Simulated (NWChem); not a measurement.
All runs are NWChem calculations. System: C₂H₆Si, charge 1, spin multiplicity 2, at the geometry of a parent with another charge or spin, in a state set for the comparison that need not be this species' ground state. Its SCF solution wasn't tested for a lower state. Level: UB3LYP/def2-TZVPD, VWN1-RPA local correlation.

Input file:

```
start mol
memory heap 200 mb stack 900 mb global 1100 mb
charge 1
geometry units angstroms nocenter noautoz
  Si     0.000000     0.000000    -0.759949
  C     -1.340333    -0.546610     0.501585
  H     -2.356413    -0.628839     0.066060
  H     -1.379642     0.054214     1.436019
  H     -1.039574    -1.579210     0.808052
  C      1.340333     0.546610     0.501585
  H      1.379642    -0.054214     1.436019
  H      1.039574     1.579210     0.808052
  H      2.356413     0.628839     0.066060
  symmetry group C2
end
basis spherical
  * library def2-tzvpd
end
dft
  xc b3lyp
  odft
  mult 2
  semidirect memsize 60000000 filesize 0
  iterations 100
end
task dft energy
```

Part of the output:

```
             Northwest Computational Chemistry Package (NWChem) 7.3.0
             --------------------------------------------------------

                                NWChem Input Module
                                -------------------

 Scaling coordinates for geometry "geometry" by  1.889725989
 (inverse scale =  0.529177249)

 Turning off AUTOSYM since
 SYMMETRY directive was detected!

                             Geometry "geometry" -> ""
                             -------------------------

 Output coordinates in angstroms (scale by  1.889725989 to convert to a.u.)

  No.       Tag          Charge          X              Y              Z
 ---- ---------------- ---------- -------------- -------------- --------------
    1 Si                  14.0000     0.00000000     0.00000000    -0.75994900
    2 C                    6.0000    -1.34033300    -0.54661000     0.50158500
    3 H                    1.0000    -2.35641300    -0.62883900     0.06606000
    4 H                    1.0000    -1.37964200     0.05421400     1.43601900
    5 H                    1.0000    -1.03957400    -1.57921000     0.80805200
    6 C                    6.0000     1.34033300     0.54661000     0.50158500
    7 H                    1.0000     1.37964200    -0.05421400     1.43601900
    8 H                    1.0000     1.03957400     1.57921000     0.80805200
    9 H                    1.0000     2.35641300     0.62883900     0.06606000

 Effective nuclear repulsion energy (a.u.)      96.3740300781

            Nuclear Dipole moment (a.u.)
            ----------------------------
        X                 Y               Z
 ---------------- ---------------- ----------------
    -0.0000000000     0.0000000000    -0.0000075589

      Symmetry information
      --------------------

 Group name             C2
 Group number              4
 Group order               2
 No. of unique centers     5

      Symmetry unique atoms

     1    2    3    4    5


 Summary of "ao basis" -> "" (spherical)
 ------------------------------------------------------------------------------
       Tag                 Description            Shells   Functions and Types
 ---------------- ------------------------------  ------  ---------------------
 *                         def2-tzvpd                 on all atoms

                                 NWChem DFT Module
                                 -----------------

 Summary of "ao basis" -> "ao basis" (spherical)
 ------------------------------------------------------------------------------
       Tag                 Description            Shells   Functions and Types
 ---------------- ------------------------------  ------  ---------------------
 Si                        def2-tzvpd               15       43   6s5p3d1f
 C                         def2-tzvpd               13       37   6s3p3d1f
 H                         def2-tzvpd                5        9   3s2p

 Summary of "ao basis" -> "ao basis" (spherical)
 ------------------------------------------------------------------------------
       Tag                 Description            Shells   Functions and Types
 ---------------- ------------------------------  ------  ---------------------
 Si                        def2-tzvpd               15       43   6s5p3d1f
 C                         def2-tzvpd               13       37   6s3p3d1f
 H                         def2-tzvpd                5        9   3s2p

      Symmetry analysis of basis
      --------------------------

        a          87
        b          84

            General Information
            -------------------
          SCF calculation type: DFT
          Wavefunction type:  spin polarized.
          No. of atoms     :     9
          No. of electrons :    31
           Alpha electrons :    16
            Beta electrons :    15
          Charge           :     1
          Spin multiplicity:     2
          Use of symmetry is: on ; symmetry adaption is: on
          Maximum number of iterations: 100
          AO basis - number of functions:   171
                     number of shells:    71
          Convergence on energy requested:  1.00D-06
          Convergence on density requested:  1.00D-05
          Convergence on gradient requested:  5.00D-04

              XC Information
              --------------
                         B3LYP Method XC Potential
                     Hartree-Fock (Exact) Exchange  0.200
                        Slater Exchange Functional  0.800 local
                    Becke 1988 Exchange Functional  0.720 non-local
              Lee-Yang-Parr Correlation Functional  0.810
                  VWN I RPA Correlation Functional  0.190 local

             Grid Information
             ----------------
          Grid used for XC integration:  medium
          Radial quadrature: Mura-Knowles
          Angular quadrature: Lebedev.
          Tag              B.-S. Rad. Rad. Pts. Rad. Cut. Ang. Pts.
          ---              ---------- --------- --------- ---------
          Si                  1.10       88          10.0       590
          C                   0.70       49          12.0       434
          H                   0.35       45          13.0       434
          Grid pruning is: on
          Number of quadrature shells:   272
          Spatial weights used:  Erf1

          Convergence Information
          -----------------------
          Convergence aids based upon iterative change in
          total energy or number of iterations.
          Levelshifting, if invoked, occurs when the
          HOMO/LUMO gap drops below (HL_TOL):  1.00D-02
[...]
   101     -0.239156  5 H  s                156      0.239156  8 H  s
    35     -0.230420  1 Si d  1              47     -0.224867  2 C  s

 Vector   19  Occ=0.000000D+00  E=-1.654628D-01  Symmetry=a
              MO Center=  5.1D-14,  1.6D-13,  2.6D-01, r^2= 7.4D+00
   Bfn.  Coefficient  Atom+Function         Bfn.  Coefficient  Atom+Function
  ----- ------------  ---------------      ----- ------------  ---------------
    48      1.113952  2 C  s                112      1.113952  6 C  s
    49      0.648448  2 C  s                113      0.648448  6 C  s
   101     -0.519255  5 H  s                156     -0.519255  8 H  s
    92     -0.452910  4 H  s                147     -0.452910  7 H  s
    47     -0.376104  2 C  s                111     -0.376104  6 C  s

                     DFT Final Beta Molecular Orbital Analysis
                     -----------------------------------------

 Vector   13  Occ=1.000000D+00  E=-5.966944D-01  Symmetry=b
              MO Center=  9.4D-13,  9.2D-13,  5.1D-01, r^2= 3.9D+00
   Bfn.  Coefficient  Atom+Function         Bfn.  Coefficient  Atom+Function
  ----- ------------  ---------------      ----- ------------  ---------------
    52      0.204720  2 C  pz               116     -0.204720  6 C  pz
    55      0.150212  2 C  pz               119     -0.150212  6 C  pz
    82     -0.146644  3 H  s                164      0.146644  9 H  s
    58      0.143541  2 C  pz               122     -0.143541  6 C  pz
    91      0.136580  4 H  s                146     -0.136580  7 H  s

 Vector   14  Occ=1.000000D+00  E=-5.959817D-01  Symmetry=a
              MO Center= -1.0D-12, -9.4D-13,  6.3D-01, r^2= 3.5D+00
   Bfn.  Coefficient  Atom+Function         Bfn.  Coefficient  Atom+Function
  ----- ------------  ---------------      ----- ------------  ---------------
    51      0.215694  2 C  py               115     -0.215694  6 C  py
   100     -0.182637  5 H  s                155     -0.182637  8 H  s
    57      0.167104  2 C  py               121     -0.167104  6 C  py
    54      0.155670  2 C  py               118     -0.155670  6 C  py
    99     -0.124645  5 H  s                154     -0.124645  8 H  s

 Vector   15  Occ=1.000000D+00  E=-5.213045D-01  Symmetry=b
              MO Center= -4.0D-15, -2.2D-15,  1.2D-01, r^2= 3.1D+00
   Bfn.  Coefficient  Atom+Function         Bfn.  Coefficient  Atom+Function
  ----- ------------  ---------------      ----- ------------  ---------------
    16      0.297379  1 Si px                48      0.247331  2 C  s
   112     -0.247331  6 C  s                 50     -0.195097  2 C  px
   114     -0.195097  6 C  px                53     -0.146858  2 C  px
   117     -0.146858  6 C  px                13      0.125137  1 Si px
    19      0.125685  1 Si px                 7     -0.117352  1 Si px

 Vector   16  Occ=0.000000D+00  E=-3.857522D-01  Symmetry=a
              MO Center=  1.5D-14,  1.7D-16, -7.9D-01, r^2= 2.8D+00
   Bfn.  Coefficient  Atom+Function         Bfn.  Coefficient  Atom+Function
  ----- ------------  ---------------      ----- ------------  ---------------
     5      0.502214  1 Si s                 18     -0.354842  1 Si pz
     4      0.325885  1 Si s                  3     -0.180607  1 Si s
    15     -0.156632  1 Si pz                21     -0.145057  1 Si pz
     9      0.143449  1 Si pz                52      0.132158  2 C  pz
   116      0.132158  6 C  pz                48      0.129958  2 C  s

 Vector   17  Occ=0.000000D+00  E=-3.117156D-01  Symmetry=b
              MO Center=  1.6D-14, -1.1D-15, -6.7D-01, r^2= 2.7D+00
   Bfn.  Coefficient  Atom+Function         Bfn.  Coefficient  Atom+Function
  ----- ------------  ---------------      ----- ------------  ---------------
    17      0.501569  1 Si py                20      0.357745  1 Si py
    16     -0.184870  1 Si px                14      0.182436  1 Si py
     8     -0.170633  1 Si py                19     -0.149195  1 Si px
    92     -0.143967  4 H  s                147      0.143967  7 H  s
   101      0.141969  5 H  s                156     -0.141969  8 H  s

 Vector   18  Occ=0.000000D+00  E=-1.758146D-01  Symmetry=b
              MO Center=  1.0D-13,  3.2D-14, -8.4D-01, r^2= 5.5D+00
   Bfn.  Coefficient  Atom+Function         Bfn.  Coefficient  Atom+Function
  ----- ------------  ---------------      ----- ------------  ---------------
    49      0.635236  2 C  s                113     -0.635236  6 C  s
    48      0.516226  2 C  s                112     -0.516226  6 C  s
   101     -0.279241  5 H  s                156      0.279241  8 H  s
    35     -0.276471  1 Si d  1              47     -0.272245  2 C  s
   111      0.272245  6 C  s                 16     -0.253267  1 Si px

   alpha - beta orbital overlaps
   -----------------------------

   alpha      1      2      3      4      5      6      7      8      9     10
    beta      1      3      2      4      5      7      6      8      9     10
 overlap   1.000  1.000  1.000  1.000  1.000  1.000  1.000  0.999  1.000  0.990

   alpha     11     12     13     14     15     16     17     18     19     20
    beta     11     12     13     14     15     16     17     18     19     20
 overlap   0.996  0.998  0.995  0.999  0.996  0.988  0.998  0.992  0.992  0.993

   alpha     21     22     23     24     25     26     27     28     29     30
    beta     21     22     23     24     25     26     27     28     29     30
 overlap   0.998  0.971  0.997  0.975  0.989  0.989  0.994  0.977  0.990  0.976

   alpha     31     32     33     34     35     36     37     38     39     40
    beta     31     32     33     35     34     36     37     38     39     40
 overlap   0.877  0.863  0.962  0.819  0.830  0.989  0.993  0.991  0.972  0.986

   alpha     41     42     43     44     45     46     47     48     49     50
    beta     41     42     43     44     45     46     47     48     50     49
 overlap   0.986  0.995  0.998  0.992  0.989  0.985  0.993  0.998  0.792  0.815

   alpha     51     52     53     54     55     56     57     58     59     60
    beta     51     52     53     54     55     56     57     59     58     60
 overlap   0.995  0.943  0.947  0.987  0.984  0.988  0.995  0.724  0.971  0.726

   alpha     61     62     63     64     65     66     67     68     69     70
    beta     61     62     63     64     65     66     67     68     69     70
 overlap   0.919  0.924  0.999  0.992  0.995  0.999  0.998  0.998  0.997  0.966

   alpha     71     72     73     74     75     76     77     78     79     80
    beta     71     72     73     74     75     76     77     78     79     80
 overlap   0.995  0.996  0.962  0.995  0.995  0.993  0.997  0.998  0.999  0.997

   alpha     81     82     83     84     85     86     87     88     89     90
    beta     81     82     83     84     85     86     87     88     89     90
 overlap   0.988  0.961  0.972  1.000  0.990  0.886  0.884  0.990  0.995  0.995

   alpha     91     92     93     94     95     96     97     98     99    100
    beta     91     92     93     94     95     96     97     98     99    100
 overlap   0.995  0.996  0.994  0.999  0.993  0.988  0.998  0.982  0.975  0.994

   alpha    101    102    103    104    105    106    107    108    109    110
    beta    101    102    103    104    105    106    107    108    109    110
 overlap   0.992  0.996  0.997  0.999  0.997  0.999  0.999  0.999  1.000  0.998

   alpha    111    112    113    114    115    116    117    118    119    120
    beta    111    112    113    114    115    116    117    118    119    120
 overlap   0.992  0.999  0.993  0.999  0.999  1.000  1.000  1.000  1.000  1.000

   alpha    121    122    123    124    125    126    127    128    129    130
    beta    121    122    123    124    125    126    127    128    129    130
 overlap   1.000  1.000  1.000  1.000  1.000  0.998  1.000  0.998  1.000  0.999

   alpha    131    132    133    134    135    136    137    138    139    140
    beta    131    132    133    134    135    136    137    138    139    140
 overlap   1.000  0.999  1.000  1.000  1.000  1.000  1.000  1.000  1.000  1.000

   alpha    141    142    143    144    145    146    147    148    149    150
    beta    141    142    143    144    145    146    147    148    149    150
 overlap   1.000  1.000  1.000  0.999  0.999  0.999  0.999  0.999  0.998  0.999

   alpha    151    152    153    154    155    156    157    158    159    160
    beta    151    152    153    154    155    156    157    158    159    160
 overlap   0.999  0.999  1.000  0.999  1.000  0.999  1.000  1.000  1.000  1.000

   alpha    161    162    163    164    165    166    167    168    169    170
    beta    161    162    163    164    165    166    167    168    169    170
 overlap   1.000  1.000  1.000  1.000  1.000  1.000  1.000  1.000  1.000  1.000

   alpha    171
    beta    171
 overlap   1.000

     --------------------------
     Expectation value of S2:
     --------------------------
      <S2> =      0.7530 (Exact =     0.7500)

 center of mass
 --------------
 x =  -0.00000000 y =  -0.00000000 z =  -0.14872486

 moments of inertia (a.u.)
 ------------------
         143.978529113139         -84.735952254102          -0.000000000000
         -84.735952254102         312.969974551419          -0.000000000000
          -0.000000000000          -0.000000000000         261.843458257415

     Multipole analysis of the density
     ---------------------------------

     L   x y z        total         alpha         beta         nuclear
     -   - - -        -----         -----         ----         -------
     0   0 0 0      1.000000    -16.000000    -15.000000     32.000000

     1   1 0 0     -0.000000     -0.000000     -0.000000     -0.000000
     1   0 1 0     -0.000000     -0.000000      0.000000      0.000000
     1   0 0 1     -0.404402      0.593911     -0.998305     -0.000008

     2   2 0 0    -13.766743    -77.139831    -74.582581    137.955669
     2   1 1 0      1.184585    -26.262327    -25.723026     53.169938
     2   1 0 1      0.000000      0.000000      0.000000      0.000000
     2   0 2 0    -15.332015    -25.119780    -23.672942     33.460707
     2   0 1 1      0.000000      0.000000      0.000000      0.000000
     2   0 0 2    -14.296927    -40.468520    -32.905560     59.077152

 Task  times  cpu:       15.1s     wall:       15.1s

 Total times  cpu:       15.1s     wall:       15.1s
```
